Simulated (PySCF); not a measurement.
C3H11BSi, SMILES CB(C)C[SiH3]. Atoms are numbered in the order given.

```xyz
16

Si     1.7985    -0.3044    -0.1170
C      0.2927    -0.1273     1.0102
B     -0.9634     0.1522     0.1206
C     -1.4145     1.6362    -0.1482
C     -1.7528    -1.0338    -0.5496
H      3.0374    -0.5310     0.6899
H      1.9949     0.9311    -0.9373
H      1.6281    -1.4603    -1.0508
H      0.2294    -1.0756     1.5701
H      0.5326     0.6965     1.7034
H     -1.9582     1.7792    -1.0947
H     -2.1316     1.8829     0.6596
H     -0.6030     2.3765    -0.0746
H     -2.8398    -0.8520    -0.5693
H     -1.4456    -1.0676    -1.6130
H     -1.5578    -2.0289    -0.1231
```

Coordinates come from a PBE0-D3(BJ)/def2-SVP optimisation. The structure was generated by enumeration, and PubChem lists no compound with its InChIKey, so it may never have been made. Other conformers were not sampled.

Calculation: PBE0/pcSseg-1 run with PySCF.

GIAO shieldings, no solvent; atoms alike by connectivity are averaged. δ = σ(ref) − σ: ²⁹Si against TMS (σ = 352.7 ppm); ¹³C against TMS (σ = 186.3 ppm); ¹¹B against BF3 (σ = 88.8 ppm); ¹H against TMS (σ = 31.56 ppm), references at their B3LYP-D3(BJ)/def2-TZVP geometries, non-relativistic.

```csv
nucleus,atoms,count,δ (ppm)
²⁹Si,Si1,1,-69.4
¹³C,C2,1,20.2
¹³C,"C4, C5",2,17.3
¹¹B,B3,1,72.4
¹H,"H6, H7, H8",3,4.18
¹H,"H9, H10",2,1.50
¹H,"H11, H12, H13, H14, H15, H16",6,1.13
```
